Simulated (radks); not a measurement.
The numbers below are computed, except where a source is named.
Q: Radial electron density D(r) = 4 pi r^2 rho(r) of an atom or ion with 39 electrons. Level of theory: scalar-relativistic Kohn-Sham, Slater X-alpha with alpha = 1.011, spin-polarised, spherical densities, finite nucleus; Fermi nuclear charge, rms radius of each element as measured or else 0.836 A^(1/3) + 0.57 fm (a radial shooting solver on a logarithmic mesh with Libxc functionals).

| r (bohr) | D(r) (e/bohr) | spin D(r) |
|---|---|---|
| 0.004521 | 10.97 | -0.000534 |
| 0.005886 | 16.17 | -0.000786 |
| 0.007665 | 23.02 | -0.00112 |
| 0.009981 | 31.35 | -0.00152 |
| 0.013 | 40.32 | -0.00198 |
| 0.01692 | 48.24 | -0.00247 |
| 0.02221 | 52.93 | -0.00302 |
| 0.02892 | 52.50 | -0.00380 |
| 0.03766 | 48.34 | -0.00506 |
| 0.04904 | 45.41 | -0.00618 |
| 0.06386 | 49.47 | -0.00258 |
| 0.08315 | 59.91 | 0.0198 |
| 0.1083 | 66.37 | 0.0872 |
| 0.1421 | 58.65 | 0.227 |
| 0.1851 | 44.96 | 0.408 |
| 0.241 | 43.06 | 0.522 |
| 0.3138 | 50.51 | 0.428 |
| 0.4086 | 45.68 | 0.140 |
| 0.532 | 26.60 | -0.0101 |
| 0.6927 | 13.44 | 0.430 |
| 0.9093 | 11.91 | 1.51 |
| 1.184 | 10.66 | 2.33 |
| 1.542 | 5.955 | 2.08 |
| 2.007 | 2.036 | 1.10 |
| 2.614 | 0.4391 | 0.333 |
| 3.404 | 0.05617 | 0.0513 |
| 4.432 | 0.003467 | 0.00339 |

What is the nuclear charge?

A: Z = 42. The innermost maximum, from 1s, lies near gamma/Z bohr with gamma = sqrt(1 - (Z/c)^2) = 0.952, here 0.0227 bohr (found: 0.0246), and its height grows with Z. The density is that of the molybdenum ion Mo3+ in [Kr] 4d3; the configuration itself is not fixed sharply by these data, and Z only to a few units. D(r) has 4 maxima, at r = 0.0246, 0.108, 0.337, 0.962 bohr, and minima at 0.0494, 0.217, 0.826 bohr, inside which lie 2.03, 11.10, 29.32 electrons.
